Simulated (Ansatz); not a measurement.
Reaction (ligand exchange at a B–Se bond): `B[SeH]` + `OCS` → `BSCO` + H₂Se

Program: Ansatz. Geometries: PBE0-D4/def2-TZVP. ΔE: electronic, gas phase. CCSD(T)/CBS is the MP2 limit (def2-TZVPP, def2-QZVPP) plus CCSD(T) − MP2 in def2-TZVPP, frozen cores. DFT in def2-TZVPP. B3LYP here is the variant with VWN-RPA as its local correlation; programs differ in this. HSE06 is defined as in plane-wave codes. For Se outer-core shells are correlated without core-valence functions, which leaves a few kJ/mol of doubt a bond. Scalar relativity is left out up to krypton. One conformer a species, not always the lowest.

| level | ΔE (kJ/mol) | difference from CCSD(T)/CBS |
| --- | --- | --- |
| LDA (SPW92) | -29.6 | -11.0 |
| PBE-D4 | -26.3 | -7.7 |
| BLYP-D4 | -26.4 | -7.8 |
| r2SCAN-D4 | -25.5 | -6.9 |
| B97M-V | -26.5 | -7.9 |
| PBE0-D4 | -23.6 | -5.0 |
| B3LYP-D4 | -24.2 | -5.6 |
| r2SCANh-D4 | -24.5 | -5.9 |
| r2SCAN0-D4 | -23.1 | -4.5 |
| HSE06-D4 | -23.5 | -4.9 |
| CAM-B3LYP-D4 | -23.6 | -5.0 |
| ωB97X-V | -21.7 | -3.1 |
| ωB97M-V | -23.0 | -4.4 |
| B2PLYP | -21.2 | -2.6 |
| PBE-QIDH | -20.4 | -1.8 |
| PBE | -24.8 | -6.2 |
| revPBE | -22.8 | -4.2 |
| BLYP | -23.5 | -4.9 |
| r2SCAN | -24.9 | -6.3 |
| PBE0 | -22.2 | -3.6 |
| B3LYP | -21.9 | -3.3 |
| r2SCANh | -23.9 | -5.3 |
| r2SCAN0 | -22.5 | -3.9 |
| HSE06 | -22.3 | -3.7 |
| BHLYP | -19.7 | -1.1 |
| CAM-B3LYP | -22.2 | -3.6 |
| LC-ωPBE | -21.0 | -2.4 |
| HF/def2-SVP | -17.1 | 1.5 |
| MP2/def2-SVP | -25.9 | -7.3 |
| CCSD/def2-SVP | -24.8 | -6.2 |
| CCSD(T)/def2-SVP | -26.7 | -8.1 |
| HF/def2-TZVPP | -14.8 | 3.8 |
| SCS-MP2/def2-TZVPP | -18.2 | 0.4 |
| CCSD/def2-TZVPP | -17.5 | 1.1 |
| CCSD(T)/def2-TZVPP | -19.6 | -1.0 |
| HF/def2-QZVPP | -14.8 | 3.8 |
| MP2/def2-QZVPP | -18.8 | -0.2 |
| HF/CBS(def2) | -14.7 | 3.9 |
| MP2/CBS(def2) | -18.4 | 0.2 |
| CCSD/CBS(def2) | -16.5 | 2.1 |
| CCSD(T)/CBS | -18.6 | 0 |

(1) What do rigid-rotor, harmonic-oscillator terms from PBE0-D4/def2-TZVP frequencies (298.15 K, 1 bar) make of the CCSD(T)/CBS value? (An estimate is asked.)

Largest T1 diagnostic among the species: 0.014.

Answers

(1) The calculation gave: ΔZPE = -2.6 kJ/mol, ΔH = -19.9 kJ/mol, ΔS = -9 J/(mol·K), ΔG = -17.3 kJ/mol. Modes under 50 cm⁻¹ make the entropy rough.

In def2-TZVPP, CCSD(T) changes the Hartree–Fock value by −4.8 kJ/mol (the triples alone add −2.0 kJ/mol) and MP2 by −4.6 kJ/mol. Leaving LDA and LC-ωPBE aside and taking each functional with its dispersion term where it has one, the values, not all of them listed here, spread over 6.2 kJ/mol, from revPBE-D4 to PBE-QIDH. LDA lies −4.8 kJ/mol from PBE without D4. From BLYP to BHLYP (50 % exact exchange), in def2-TZVPP and without D4, ΔE moves by +3.8 kJ/mol.
